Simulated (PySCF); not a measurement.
BCl2Br, SMILES ClB(Cl)Br. Atoms are numbered in the order given.

```xyz
4

B      0.0000     0.0000     0.4987
Cl     0.0000    -1.5068     1.3704
Cl     0.0000     1.5068     1.3704
Br     0.0000     0.0000    -1.4025
```

Geometry optimised at PBE0-D3(BJ)/def2-SVP.

Level of theory: B3LYP/def2-TZVPD (PySCF).

Mulliken values depend strongly on the basis, most of all with diffuse functions as here. ESP charges are fitted to the potential on shells at 1.4 to 2.0 van der Waals radii. Atomic charges (e):

```
atom  Mulliken     ESP fit
----  --------  ----------
B1        0.55  (withheld)
Cl2      -0.18  (withheld)
Cl3      -0.18  (withheld)
Br4      -0.18  (withheld)
```

Some entries are withheld; supply them. (An estimate is asked for; the answer gives what the named calculation found.)


- B1, ESP fit: 0.12
- Cl2, ESP fit: -0.04
- Cl3, ESP fit: -0.04
- Br4, ESP fit: -0.04
